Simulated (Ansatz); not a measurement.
`C#C[SiH2]CO` + `[AlH3]` → `C#C[SiH2][AlH2]` + CH₃OH  (formal exchange of groups at the Si–C bond)

Isolated molecules relaxed with PBE0-D4/def2-TZVP in Ansatz; ΔE leaves out vibrations. CCSD(T)/CBS is the MP2 limit (def2-TZVPP, def2-QZVPP) plus CCSD(T) − MP2 in def2-TZVPP, frozen cores. This one scheme is used for every species. Functionals use def2-TZVPP. HSE06 is defined as in plane-wave codes. Each species was taken in one conformer, which may not be the lowest.

`C#C[SiH2]CO`:

```xyz
11

C     2.406    0.801   -0.198
C     1.458    0.067   -0.340
Si   -0.044   -0.968   -0.493
C    -1.458    0.097    0.166
O    -1.150    0.643    1.437
H     3.253    1.438   -0.080
H    -0.246   -1.338   -1.918
H     0.147   -2.191    0.325
H    -1.711    0.880   -0.564
H    -2.356   -0.514    0.293
H    -0.298    1.086    1.374
```

`[AlH3]`:

Cartesian coordinates in Å:
```
Al 0.000 0.000 0.000
H -0.804 0.696 1.176
H -0.773 -0.840 -1.101
H 1.577 0.144 -0.076
```

`C#C[SiH2][AlH2]`:

```xyz
9

C     1.885    1.143    1.059
C     0.735    0.816    0.886
Si   -0.955    0.227    0.495
Al   -0.539   -1.221   -1.445
H     2.894    1.445    1.228
H    -1.809    1.416    0.223
H    -1.495   -0.465    1.696
H    -0.179   -2.753   -1.233
H    -0.536   -0.608   -2.910
```

CH₃OH:

Cartesian coordinates in Å:
```
C 0.102 0.201 0.275
O 0.078 -0.260 -1.056
H 0.834 1.009 0.321
H 0.412 -0.578 0.982
H -0.867 0.601 0.597
H -0.559 -0.974 -1.120
```

(1) Is it downhill or uphill in electronic energy at CCSD(T)/CBS, and by how much? (An estimate is asked.)

(2) What do these levels give: r2SCANh-D4, ωB97M-V, HSE06, RPA@PBE/def2-TZVPP, SCS-MP2/def2-TZVPP, HF/CBS(def2)? (Estimate.)

Largest T1 diagnostic among the species: 0.013.

Answers

(1) Ansatz gave: Downhill: ΔE = -4.3 kcal/mol.

(2) Computed: r2SCANh-D4 -4.9, ωB97M-V -2.2, HSE06 -6.8, RPA@PBE/def2-TZVPP -3.9, SCS-MP2/def2-TZVPP -3.1, HF/CBS(def2) -4.3 kcal/mol.

Leaving LDA and LC-ωPBE aside and taking each functional with its dispersion term where it has one, the values, not all of them listed here, spread over 4.2 kcal/mol, from PBE-D4 to ωB97M-V. LDA lies +2.1 kcal/mol from PBE without D4. From BLYP to BHLYP (50 % exact exchange), in def2-TZVPP and without D4, ΔE moves by +0.9 kcal/mol.
